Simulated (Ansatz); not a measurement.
Consider the atomization: `Cc1ccncc1C` → 7 C• + 9 H• + N•.

Program: Ansatz. Geometries: PBE0-D4/def2-TZVP. ΔE: electronic, gas phase. CCSD(T)/CBS is the MP2 limit (def2-TZVPP, def2-QZVPP) plus CCSD(T) − MP2 in def2-TZVPP, frozen cores. This one scheme is used for every species, atoms too. For atomizations the MP2-based limit and the directly extrapolated one differ by several kJ/mol either way, and by 10 to 25 for some Ge, Se and Sn compounds, so smaller differences from it don't rank the levels. Functionals use def2-TZVPP. B3LYP here is the variant with VWN-RPA as its local correlation; programs differ in this. Open shells (•) are unrestricted, without spin–orbit coupling. Spin–orbit coupling would lower the free atoms: a little for C.

`Cc1ccncc1C`:

```xyz
17

C    -1.234    1.295    0.774
C    -0.390    0.496   -0.164
C    -0.373    0.764   -1.525
C     0.421    0.002   -2.367
N     1.187   -0.993   -1.941
C     1.169   -1.247   -0.638
C     0.413   -0.552    0.300
C     0.468   -0.922    1.747
H    -1.955    0.659    1.297
H    -1.787    2.072    0.245
H    -0.624    1.776    1.545
H    -0.980    1.566   -1.931
H     0.440    0.204   -3.435
H     1.802   -2.066   -0.303
H     1.144   -1.762    1.908
H     0.818   -0.087    2.362
H    -0.518   -1.204    2.127
```

Task: What is ΔE at CCSD(T)/CBS? (An estimate is asked.)

Result: Ansatz gave: +7651.0 kJ/mol.

Task: What do these levels give: LDA (SPW92), PBE-D4, B97M-V, PBE0-D4, B2PLYP, B3LYP, r2SCAN0, CCSD/def2-SVP, HF/def2-TZVPP, MP2/def2-TZVPP, CCSD/def2-TZVPP, HF/def2-QZVPP? (An estimate is asked.)

Result: Ansatz gave: LDA (SPW92) 8860.8, PBE-D4 7945.9, B97M-V 7707.7, PBE0-D4 7793.3, B2PLYP 7622.0, B3LYP 7633.1, r2SCAN0 7591.2, CCSD/def2-SVP 7269.6, HF/def2-TZVPP 5616.6, MP2/def2-TZVPP 7655.1, CCSD/def2-TZVPP 7331.2, HF/def2-QZVPP 5623.7 kJ/mol.

Largest T1 diagnostic among the species: 0.011.

From BLYP to BHLYP (50 % exact exchange), in def2-TZVPP and without D4, ΔE moves by −198.9 kJ/mol: exact exchange takes away binding that semilocal exchange gives to molecules. The D4 term adds +69.9 kJ/mol with B3LYP and +37.2 kJ/mol with PBE0; it sums over pairs of atoms, weighted by their polarisabilities, and B3LYP, whose exchange is more repulsive, gets the larger term. At CCSD(T), def2-SVP lies −277.3 kJ/mol from the extrapolated value and def2-TZVPP −180.9 kJ/mol: correlation converges slowly with the basis, and small sets miss more of it in the bonded molecule than in its fragments.
